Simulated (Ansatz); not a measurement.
`[ZnH][O][SiH2]Br` + H₂ → `[SiH3][O][ZnH]` + HBr at 298.15 K and 1 bar (hydrogenolysis of the Si–Br bond).

Isolated molecules relaxed with PBE0-D4/def2-TZVP in Ansatz; ΔE leaves out vibrations. CCSD(T)/CBS is the MP2 limit (def2-TZVPP, def2-QZVPP) plus CCSD(T) − MP2 in def2-TZVPP, frozen cores. This one scheme is used for every species. For Br, Zn outer-core shells are correlated without core-valence functions, which leaves a few kJ/mol of doubt a bond. Scalar relativity is left out up to krypton. One conformer a species, not always the lowest.

```tsv
species	CCSD(T)/CBS energy (Eh)	H − E (kJ/mol)	S (J/(mol·K))
`[ZnH][O][SiH2]Br`	-4717.86743	96.5	361.6
H₂	-1.17544	35.1	130.4
`[SiH3][O][ZnH]`	-2145.08513	110.2	331.4
HBr	-2573.91920	24.6	198.6
```

H − E and S are ideal-gas, rigid-rotor, harmonic terms from PBE0-D4/def2-TZVP, for one conformer and one mirror image of each species. The MP2-based limit puts H₂ 0.8 mEh under its directly extrapolated value; such offsets cancel only in part. 1 Eh = 2625.50 kJ/mol, R = 8.31446 J/(mol·K).

Task: By hand: ΔE, ΔH, ΔS and ΔG.

Result: ΔE = (-2145.08513) + (-2573.91920) − (-4717.86743) − (-1.17544) = 0.03854 Eh = 101.2 kJ/mol. Δ(H − E) = 110.2 + 24.6 − 96.5 − 35.1 = 3.2, so ΔH = 104.4 kJ/mol. ΔS = 331.4 + 198.6 − 361.6 − 130.4 = 38.0 J/(mol·K). ΔG = 104.4 − 298.15 × (38.0)/1000 = 93.1 kJ/mol.

Task: By hand: the equilibrium constant, and the temperature at which ΔG would vanish if ΔH and ΔS stayed fixed.

Result: log₁₀ K = −ΔG/(RT ln 10) = -16.3. ΔG = 0 at ΔH/ΔS = 2747 K, far beyond where these terms or the molecules hold.

ΔH outweighs TΔS. A doubt of 5 kJ/mol in ΔE shifts log₁₀ K by 0.9 here. Other conformers and mirror images would add mixing entropy, several J/(mol·K) or more a flexible species. Modes under 60 cm⁻¹, often nearly free rotors, make the harmonic entropy too high. These are equilibria of isolated gas molecules and say nothing of rates. Largest T1 diagnostic: 0.016 (customary marks: 0.02 for closed shells, 0.045 for open ones).
